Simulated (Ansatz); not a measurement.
Input and output for `OCO[SiH3]`.

```yaml
crystal:
  periodic: [false, false, false]
  atoms:
    - {symbol: O, position_ang: [0.863681, 1.105979, -1.833044]}
    - {symbol: C, position_ang: [0.545707, 0.829062, -0.517888]}
    - {symbol: O, position_ang: [-0.132726, -0.398728, -0.432623]}
    - {symbol: Si, position_ang: [-0.562717, -1.122374, 0.981169]}
    - {symbol: H, position_ang: [0.045416, 1.170088, -2.334717]}
    - {symbol: H, position_ang: [-0.085889, 1.616942, -0.078214]}
    - {symbol: H, position_ang: [1.497732, 0.783024, 0.022068]}
    - {symbol: H, position_ang: [-1.233774, -2.388962, 0.613607]}
    - {symbol: H, position_ang: [0.636277, -1.390490, 1.822174]}
    - {symbol: H, position_ang: [-1.490708, -0.255639, 1.760470]}
basis:
  gaussian: {orbitals: def2-SVP, fitting: {mean_field: cc-pVTZ-jkfit}}
total_charge: 1
magnetization: {spin_polarized: true, initial_magnetization: 1}
hamiltonian: {xc: {name: SPW92}}
accuracy: high
```

```sh
$ ansatz run in.yaml --threads 2 --pin off --events-out ev --progress --plain --max-ram 4352MiB
```

It prints (some lines left out):

```
Functional definition: SPW92
538 factors; integrals over basis functions are off by at most 1.1e-1 eV
mean field evaluation 1: about -12998.6047 eV, gradient 6.7e1 eV
mean field evaluation 2: about -12648.4558 eV, gradient 2.2e2 eV
mean field evaluation 4: about -13007.1623 eV, gradient 4.6e1 eV
mean field evaluation 8: about -13018.5789 eV, gradient 3.3e0 eV
mean field evaluation 16: about -13018.6877 eV, gradient 1.0e-2 eV
mean field -13018.68774764 eV, -478.4279503424 hartree, gradient 4.9e-8 eV, S^2 0.751331; 5 other end points of the search recorded, 0 dependent functions left out
reference -13018.68775103 eV, -478.4279504668 hartree; 21, 20 occupied and 69, 70 virtual orbitals, 538 factors
Total energy: -13018.68775103 eV, -478.4279504668 hartree
```

Run time 2.7 s (2 threads of an Arm Neoverse V1 on a shared host); peak host memory 0.4 GiB.
